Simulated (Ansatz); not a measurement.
```xyz
3

O     0.0000    0.9058   -0.7725
H     0.0000    1.7222   -0.1184
Cl    0.0000   -0.5276    0.3705
```

Basis set: cc-pVDZ (spherical functions). Correlated methods keep 6 orbitals frozen. Charge 0, multiplicity 1.

Computed with Ansatz (development build ahead of 0.2.0); each method stands on the lowest determinant of its kind that the runs found. Restricted open shells among the atoms or ions are ROHF, correlated in semicanonical orbitals with singles.

**Question.** Give the atomization energy at this shape (free ground-state atoms in the same class of orbitals less the molecule, no zero-point energy) of singlet HClO by RHF-MP2, RHF.

**Answer.**

```csv
method,atomization energy
RHF-MP2,576.2 kJ/mol
RHF,268.3 kJ/mol
```

Caution: the shape is not the minimum.
